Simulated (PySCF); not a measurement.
Highest orbital energy against ionisation energy along the 4p block

Calculated with PySCF 2.14, no spin-orbit coupling. Each cell gives −ε(HOMO) / ΔSCF in eV; NIST values include spin-orbit coupling, (s) semi-empirical, (t) theoretical.

| species | UHF | LDA | PBE | PBE0 | r2SCAN | NIST (lowest levels) |
| --- | --- | --- | --- | --- | --- | --- |
| Ga²⁺ (aug-cc-pVTZ-PP with one added diffuse shell each of s, d, f type with ECP10MDF, ECP) | 29.739 / 29.630 | 26.970 / 31.862 | 26.574 / 31.473 | 27.513 / 31.107 | 27.029 / 31.298 | 30.726 |
| Ge²⁺ (aug-cc-pVTZ-PP with one added diffuse shell each of s, d, f type with ECP10MDF, ECP) | 32.444 / 32.193 | 29.576 / 34.765 | 29.142 / 34.301 | 30.196 / 33.959 | 29.517 / 34.026 | 34.058 |
| As²⁺ (aug-cc-pVTZ-PP with one added diffuse shell each of s, d, f type with ECP10MDF, ECP) | 27.809 / 27.481 | 23.125 / 28.133 | 23.111 / 27.974 | 24.457 / 28.032 | 23.618 / 28.262 | 28.349 ± 0.012 |
| Se²⁺ (aug-cc-pVTZ-PP with one added diffuse shell each of s, d, f type with ECP10MDF, ECP) | 31.442 / 30.996 | 26.224 / 31.643 | 26.201 / 31.467 | 27.702 / 31.554 | 26.761 / 31.783 | 31.697 ± 0.019 |
| Br²⁺ (aug-cc-pVTZ-PP with one added diffuse shell each of s, d, f type with ECP10MDF, ECP) | 35.192 / 34.637 | 29.366 / 35.186 | 29.348 / 35.018 | 31.020 / 35.152 | 29.993 / 35.395 | 34.871 ± 0.019 |
| Kr²⁺ (aug-cc-pVTZ-PP with one added diffuse shell each of s, d, f type with ECP10MDF, ECP) | 35.147 / 34.336 | 29.900 / 35.728 | 29.800 / 35.440 | 31.418 / 35.482 | 30.272 / 35.575 | 35.838 ± 0.02 |

Question: How far is −ε(HOMO) from ΔSCF on average for each method, and why?

Answer: UHF 0.42 eV; LDA -5.36 eV; PBE -5.25 eV; PBE0 -3.83 eV; r2SCAN -4.86 eV. Hartree-Fock orbital energies lack relaxation and so exceed the ΔSCF value; semilocal functionals have convex E(N) from self-interaction, so their HOMO lies far too high; exact exchange moves hybrids part of the way back.
